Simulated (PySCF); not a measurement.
Simulated absorption spectrum

Species: C3H8FPSi2.
InChI=1S/C3H8FPSi2/c1-2-3-7(4)6-5/h7H,5-6H2,1H3/t7-/m0/s1

Method used: PySCF, TDDFT B3LYP/def2-SVPD, vertical, gas phase, core orbitals frozen in the response. One conformer (not necessarily the lowest) at the GFN2-xTB geometry, without solvent, vibrations or thermal averaging. Torsions of this conformer, `[CH3:1][C:2]#[C:3][Si@@H:4]([F:5])[SiH2:6][PH2:7]`: C3–Si4–Si6–P7 63°, H–P7–Si6–Si4 -72°, H–P7–Si6–Si4 -164°.

Computed states:

| state | E (eV) | f |
| --- | --- | --- |
| S1 | 5.21 | 0.011 |
| S2 | 5.23 | 0.011 |
| S3 | 5.69 | 0.014 |
| S4 | 6.04 | 0.0078 |
| S5 | 6.14 | 0.0065 |
| S6 | 6.34 | 0.012 |
| S7 | 6.39 | 0.0099 |
| S8 | 6.55 | 0.103 |

Broadening: Gaussians 0.25 eV wide at half height, area fixed by f = 4.319×10⁻⁹ ∫ε dν̃. The width is an assumption, not a result. The curve ends short of the highest state used, and states not computed would add to its high-energy end.

(1) Give the broadened spectrum and its maxima.

(2) Coming from long wavelengths, where does ε first pass 100 L mol⁻¹ cm⁻¹?

(3) On this curve, what absorbance would a 10⁻³ mol/L sample give at 248 nm over a 1 cm path?

Results:

(1) 
(E (eV), ε (L mol⁻¹ cm⁻¹)): (4.84, 4), (4.87, 10), (4.90, 25), (4.93, 57), (4.97, 148), (5.00, 277), (5.03, 478), (5.06, 761), (5.09, 1119), (5.12, 1521), (5.16, 2024), (5.19, 2285), (5.22, 2383), (5.25, 2296), (5.28, 2044), (5.31, 1682), (5.35, 1152), (5.38, 802), (5.41, 540), (5.44, 383), (5.47, 334), (5.51, 423), (5.54, 590), (5.57, 816), (5.60, 1066), (5.63, 1296), (5.66, 1457), (5.70, 1509), (5.73, 1417), (5.76, 1240), (5.79, 1024), (5.82, 821), (5.86, 649), (5.89, 623), (5.92, 686), (5.95, 819)

Maxima: 237 nm (5.22 eV), ε about 2400, made up of S1 (52%) and S2 (48%); 218 nm (5.69 eV), ε about 1500, made up of S3 (100%) (ε in L mol⁻¹ cm⁻¹; maxima over ε = 5, shares over 10%). At its high-energy end, 5.95 eV, the curve is still rising (ε about 820, from S4 and S5).

(2) At about 250 nm (4.95 eV), 0.26 eV below S1.

(3) 248 nm is 4.999 eV, where ε is about 270 L mol⁻¹ cm⁻¹, so A = ε c l ≈ 0.27 (Beer–Lambert, with the gas-phase spectrum and the assumed width).
